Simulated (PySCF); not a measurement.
A PySCF script (with the pyscf-properties extension) for the NMR shieldings of SMILES C#Cc1cccc(C(=O)F)c1[SiH3], C$_{9}$H$_{7}$FOSi, on a GFN2-xTB geometry:

```python
import basis_set_exchange as bse
import numpy as np
from pyscf import gto, dft
from pyscf.prop import nmr

atoms = """
C     3.126706    1.589833   -0.586747
C     2.151696    0.901460   -0.455670
C     1.083652   -0.024459   -0.355775
C     1.339612   -1.331846   -0.780029
C     0.357173   -2.303316   -0.717843
C    -0.892594   -1.977428   -0.230222
C    -1.146355   -0.669948    0.192356
C    -2.448757   -0.298828    0.707481
O    -2.806772    0.767723    1.100653
F    -3.346179   -1.324758    0.727995
C    -0.172750    0.337810    0.142592
Si   -0.587680    2.097806    0.735362
H     3.948927    2.234813   -0.680392
H     2.322358   -1.573523   -1.159335
H     0.567630   -3.309157   -1.048378
H    -1.671676   -2.722431   -0.173451
H     0.647110    2.867199    0.539569
H    -1.609732    2.673319   -0.131024
H    -0.872172    2.074983    2.165398
"""
names = dict.fromkeys(["C", "O", "F", "Si", "H"], "pcSseg-1")
basis = {el: gto.basis.parse(bse.get_basis(n, elements=[el], fmt="nwchem")) for el, n in names.items()}
mol = gto.M(atom=atoms, basis=basis, charge=0, verbose=0)
mf = dft.RKS(mol, xc="PBE0")
mf.grids.level = 2
mf.grids.alignment = dft.numint.BLKSIZE   # the property module wants whole blocks of grid points
mf.conv_tol = 1e-9
mf.kernel()

calc = nmr.RKS(mf)   # GIAO
C = mf.mo_coeff
Co = C[:, mf.mo_occ > 0]
resp = mf.gen_response(singlet=True, hermi=2)
def vind(x):   # induced exchange potential for any number of trial vectors
    d = np.einsum("pi,xij,qj->xpq", C, 2 * x.reshape(-1, C.shape[1], Co.shape[1]), Co, optimize=True)
    return np.einsum("xpq,pi,qj->xij", resp(d - d.transpose(0, 2, 1)), C, Co, optimize=True).ravel()
mo1, _ = nmr.rhf.solve_mo1(calc, with_cphf=vind)
sigma = calc.kernel(mo1)
for i, s in enumerate(sigma):   # ppm
    w = np.linalg.eigvalsh((s + s.T) / 2)
    print("%2d %-2s iso %8.1f  s11 %8.1f  s22 %8.1f  s33 %8.1f" % (i, mol.atom_pure_symbol(i), w.mean(), *w))
```

**Question.** What are the results?

**Answer.** 
```
 0 C  iso     91.1  s11     34.1  s22     45.4  s33    193.8
 1 C  iso     98.5  s11     -8.5  s22      7.0  s33    297.0
 2 C  iso     51.2  s11    -53.5  s22     43.0  s33    164.3
 3 C  iso     38.2  s11    -72.5  s22     23.5  s33    163.7
 4 C  iso     51.7  s11    -57.3  s22     33.6  s33    178.8
 5 C  iso     48.6  s11    -55.2  s22     22.4  s33    178.5
 6 C  iso     53.7  s11    -46.8  s22     49.3  s33    158.6
 7 C  iso     16.8  s11    -85.4  s22     41.0  s33     94.8
 8 O  iso   -102.7  s11   -337.0  s22   -223.7  s33    252.6
 9 F  iso    157.3  s11    -72.0  s22    242.6  s33    301.1
10 C  iso     33.2  s11    -56.5  s22    -35.4  s33    191.6
11 Si iso    425.1  s11    395.8  s22    418.7  s33    461.0
12 H  iso     28.5  s11     24.2  s22     25.4  s33     35.9
13 H  iso     23.4  s11     19.7  s22     22.2  s33     28.3
14 H  iso     23.9  s11     20.4  s22     24.6  s33     26.7
15 H  iso     23.2  s11     18.8  s22     22.9  s33     27.9
16 H  iso     26.5  s11     20.8  s22     27.4  s33     31.3
17 H  iso     27.0  s11     22.8  s22     26.3  s33     31.8
18 H  iso     27.0  s11     22.8  s22     26.3  s33     31.8
```

These numbers come from an equivalent density-fitted implementation of the same equations, which agrees with the script to about 0.01 ppm for H and up to a few tenths of a ppm for heavy atoms, so last digits may differ.

**Question.** Turn these shieldings into chemical shifts. Shifts are taken against calculated references (same method and geometry level): 13C (σref 186.93), 29Si (σref 349.16), 1H (σref 31.72) against TMS; 17O (σref 336.08) vs H2O; 19F (σref 170.95) against CFCl3.

**Answer.** Averaging equivalent atoms: C 7: 170.2; C 10: 153.7; C 3: 148.7; C 5: 138.3; C 2: 135.7; C 4: 135.2; C 6: 133.2; C 0: 95.8; C 1: 88.4; O 8: 438.8; F 9: 13.7; Si 11: -76.0; H 15: 8.50; H 13: 8.32; H 14: 7.84; H 16/17/18: 4.90; H 12: 3.23 ppm. Unscaled 19F shifts against computed CFCl3 carry errors that often reach 10 to 50 ppm. Unscaled 17O shifts of doubly bonded oxygen tend to come out too high, by tens of ppm or more. Experimental scales use liquid or dissolved standards, which lie at an offset from isolated H2O (liquid H2O: subtract about 36 ppm).

Size and cost of the density-fitted run: 246 basis functions, 100 s wall time on 1 thread of an Arm Neoverse N1, shared host.
